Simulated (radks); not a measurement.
Problem. The table gives one normalised radial function P(r) = r R(r) of Nd4+ in [Xe] 5f2 (r in bohr). Method: scalar-relativistic Kohn-Sham, LDA (Slater exchange, Perdew-Wang correlation), spin-unpolarised, spherical densities, point nucleus; computed with a radial shooting solver on a logarithmic mesh with Libxc functionals.

r              P
0.004285   0.0004
0.005807   0.0008
0.007808   0.0019
0.0105     0.0042
0.01411    0.0093
0.01898    0.0200
0.02572    0.0429
0.03457    0.0865
0.04648    0.1654
0.0625     0.2943
0.08403    0.4752
0.113      0.6708
0.1531     0.7774
0.2058     0.6285
0.2768     0.1254
0.3721    -0.6154
0.5003    -1.2183
0.6726    -1.3196
0.9115    -0.9261
1.226     -0.4319
1.648     -0.1255
2.215     -0.0203
2.978     -0.0015
4.004     0.0000
5.427     0.0000
7.296     0.0000
9.81      0.0000

Which n and l does it have? It may be an empty orbital.

Solution. n = 4, l = 2: the number of nodes gives n - l - 1 = 1, the rise at small r (about r^(l+1), flatter next to the nucleus through relativity) gives l, and the extent must fit the shell. The curve is that of 4d. 4d: eigenvalue -194.60 eV, 1 radial node at r = 0.292 bohr, <r> = 0.685 bohr, 90 % of the charge inside 1.02 bohr.
